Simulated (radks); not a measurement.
Results of a calculation; reference values are marked as such.
Spherical quantum dot in the effective-mass picture: electrons in a hard-walled sphere of radius 1.49, all in effective atomic units (hartree* = m*/eps^2 hartree, bohr* = eps/m* bohr), one dielectric constant everywhere. Level of theory: non-relativistic Kohn-Sham, PBE, spin-polarised, spherical densities (a radial shooting solver with Libxc functionals). Levels are named by radial order and angular momentum (1s, 1p, 1d, 2s, ...), and open shells are averaged over m. Results are scaled to m* = 0.096 and eps = 8.2, for which hartree* = 38.85 meV and bohr* = 4.52 nm.

N = 9, configuration 1s2 1p6 1d(up 1, down 0). This is the lowest configuration that the search found. Occupied and some empty levels:

level,occupation,eigenvalue (meV),<r> (nm)
1s up,1,407.13,3.738
1s down,1,409.11,3.725
1p up,3,479.66,4.200
1p down,3,482.17,4.194
1d up,1,581.74,4.498
1d down,0,584.55,4.496
2s up,0,669.75,3.235
2s down,0,670.91,3.241
1f up,0,709.75,4.715
1f down,0,712.73,4.714
2p up,0,840.21,3.590
2p down,0,841.59,3.592

Energy (meV): total 2818.75, kinetic 1559.5, external 0, Hartree 1553.8, exchange-correlation -294.56.
